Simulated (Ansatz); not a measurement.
Be2Te2⁺, relaxed as a quartet with UKS r2SCAN-D4/def2-TZVP in Ansatz, starting from the r2SCAN-D4/def2-TZVP geometry of the charge +1 doublet. Force threshold 0.02 eV/Å.

In the def2 sets Te takes a core potential; there is no spin–orbit coupling. At r2SCAN-D4/def2-TZVP a doublet of charge 1 lies 2.67 eV below the quartet, each at its own geometry. The structure comes from a short search, and lower isomers may exist.

Start:

```xyz
4

Be    0.545    0.912    0.189
Be   -0.545   -0.912   -0.189
Te   -1.636    1.073   -0.468
Te    1.636   -1.073    0.468
```

Task: Estimate the energy that the relaxation releases and the steps that it takes.

Result: 23.6 kJ/mol, in 5 steps; 15 s on 4 threads of Arm Neoverse V1 on a shared host. No frequencies were taken in this run, so the end may be a saddle point.

Task: Does the start keep its bonding and symmetry?

Result: By distances, no bond broke or formed. The bond that changes most is Be1–Te4, from 2.28 to 2.38 Å (atoms count from 1). Point group D2h at the start, D2h at the end, both within 0.05 Å.

Task: Predict the relaxed structure.

Result: 
```xyz
4

Be    0.645    1.081    0.224
Be   -0.645   -1.081   -0.224
Te   -1.634    1.072   -0.468
Te    1.634   -1.072    0.468
```
Bond lengths (bridged metal pairs left out): 4 × Be–Te 2.38 Å.
